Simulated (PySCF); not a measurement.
How methods differ on the excitation energy of As⁺

As⁺ [Ar] 3d10 4s2 4p2 (3P) → As⁺ [Ar] 3d10 4s2 4p1 4d1 (high-spin determinant), as a difference of total energies. Calculation: PySCF 2.14, in aug-cc-pVTZ-PP with one added diffuse shell each of s, d, f type with ECP10MDF (7s5p5d3f, 68 functions); scalar relativity through the core potential. Correlated levels: valence: 3s2 3p6 3d10 frozen. The calculations carry no spin-orbit coupling.

| method | excitation energy (eV) |
| --- | --- |
| UHF | 11.208 |
| LDA | 10.594 |
| PBE | 10.416 |
| PBE0 | 10.730 |
| r2SCAN | 10.977 |
| BP86 | 10.429 |
| PBEsol | 10.489 |
| B3LYP | 10.615 |
| M06-L | 10.721 |
| MP2 (valence) | 11.107 |
| SCS-MP2 (valence) | 11.092 |

Task: How much does correlation contribute at MP2 (valence)?

Result: 11.107 − (11.208) = -0.101 eV, measured against UHF.

The promoted electron is Rydberg-like, and one or two diffuse shells describe it only roughly, which tends to raise the upper state.

The determinant of the upper state mixes LS terms, which raises its energy above the lowest term, most at the Hartree-Fock and MP2 levels.
